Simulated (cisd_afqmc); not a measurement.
Input (AFQMC/CISD/cc-pV(T+d)Z; cisd_afqmc is a phaseless AFQMC code with CISD trial states that reads the integrals written by Ansatz): A basis named .json is the Basis Set Exchange file of that set.

Ansatz 0.2 input:
```python
import cisd_afqmc

open("ham.yaml", "w").write("""\
crystal:
  periodic: [false, false, false]
  atoms:
    - {symbol: C, position_ang: [-1.87145714, -0.76015551, -0.33194028]}
    - {symbol: Si, position_ang: [-0.03144620, -0.42576375, -0.42808476]}
    - {symbol: Cl, position_ang: [0.26354125, 1.57122262, -0.90035780]}
    - {symbol: Cl, position_ang: [0.81726724, -0.80723560, 1.42452927]}
    - {symbol: H, position_ang: [-2.04978166, -1.80234615, -0.06587426]}
    - {symbol: H, position_ang: [-2.31308889, -0.11614965, 0.43208995]}
    - {symbol: H, position_ang: [-2.34188408, -0.54765805, -1.29230241]}
basis:
  gaussian:
    orbitals: cc-pV_T+d_Z.json
magnetization: {spin_polarized: true, initial_magnetization: 1}
correlation: {method: ccsd, electrons: outside_noble_gas, hamiltonian_folder: ham}
""")
rep = cisd_afqmc.ansatz("ham.yaml")
e_ccsd = rep["correlation"]["coupled_cluster"]["energy"]["hartree"]
out = cisd_afqmc.run("ham", e_ccsd, trial="CISD", walkers=1000, populations=1, threads=12, dt=0.005, steps=40, early=24, settle=10, least=100,
    cut=5e-5, rank_cut=2e-4, target=0.0007, seconds=1500, seed=4, memory=62639, gpu=True)
```

Output:

```
orbitals 173, occupied [13, 12], factors 1024 of 1114, rank of the doubles 1174 of 4012
E(HF) = -1247.704509
E(CCSD) on the cut factors = -1248.404814, shift to the whole factors -0.000010
Energy of the trial state on the determinant = -1248.404775
  tau behind 7.2 of longer steps, mean of the populations' last blocks
   2.0  -1248.43489
   4.0  -1248.43865
   6.0  -1248.43981
   8.0  -1248.43965
  10.0  -1248.43777
  12.0  -1248.43800
  14.0  -1248.43773
  16.0  -1248.43857
  18.0  -1248.43854
  20.0  -1248.43741
  22.0  -1248.43697
blocks 100 (0 outliers left out), error by blocks joined: 1: 0.00027, 2: 0.00035, 4: 0.00044, 8: 0.00052
E(AFQMC/CISD) = -1248.43831 +/- 0.00052
```
